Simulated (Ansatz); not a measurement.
Basis-set extrapolation for CH$_{8}$N$_{2}$Si, SMILES `CN[SiH2]N` (PBE0-D4/def2-TZVP geometry, frozen core, Ansatz 0.2.0). Multiplicity 1, RHF reference.

```csv
,def2-TZVPP,def2-QZVPP
HF,-440.484702,-440.502085
MP2 correlation,-0.733439,-0.785079
CCSD(T) correlation,-0.805043,not run
```

Energies in hartree. Use E(X) = E(∞) + A·exp(−7.88·√X) for Hartree–Fock and E(X) = E(∞) + B·X^(−2.97) for correlation, with X = 3 and 4, and add CCSD(T) minus MP2 of the smaller set to the MP2 limit.

**Question.** What is the CCSD(T) energy at the basis-set limit?

**Answer.** HF limit: -440.502085 + (-0.017383) × 0.13774 = -440.50448. MP2 limit: -0.785079 + (-0.051640) × 0.74074 = -0.82333. Higher-order term: -0.805043 − (-0.733439) = -0.07160. Total: -441.39941 hartree, 68.8 kcal/mol below CCSD(T)/def2-TZVPP.
